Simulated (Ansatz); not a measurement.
Molecule: CH3Mg, net charge 1, singlet state. It need not be the lowest isomer of its formula. 
Structure (B3LYP-D3(BJ)/def2-TZVP (Ansatz, a program for electronic structure) minimum search):
```xyz
5

Mg    -0.6598    -0.3921    -0.5360
C      0.8075     0.4799     0.6560
H      1.2964    -0.3340     1.1867
H      0.2920     1.1615     1.3290
H      1.4842     0.9987    -0.0193
```
Charge +1, spin multiplicity 1.

Property: vertical triplet-singlet gap (E(triplet) - E(singlet); each state is the SCF solution reached for its spin; the molecule has degenerate orbitals, so one determinant may break the symmetry; for the singlet the Hartree-Fock reference is unstable and T1 is 0.011), in kJ/mol. Valence correlation only, unless marked. Open shells are spin-unrestricted. Spin-orbit coupling is left out. No relativistic terms. CBS marks a two-point X^-3 extrapolation of the correlation energy; Hartree-Fock from the larger set.

```
level             program  vertical triplet-singlet gap (kJ/mol)
----------------  -------  -------------------------------------
HF/def2-QZVPPD     Ansatz                                  111.7
SVWN5/def2-TZVPD   Ansatz                                  267.8
```

Problem. Predict the CCSD(T)/CBS(def2-TZVPPD,def2-QZVPPD) result (Ansatz).

Solution. 239.4 kJ/mol, so SVWN5/def2-TZVPD differs from it by 28.4 kJ/mol.
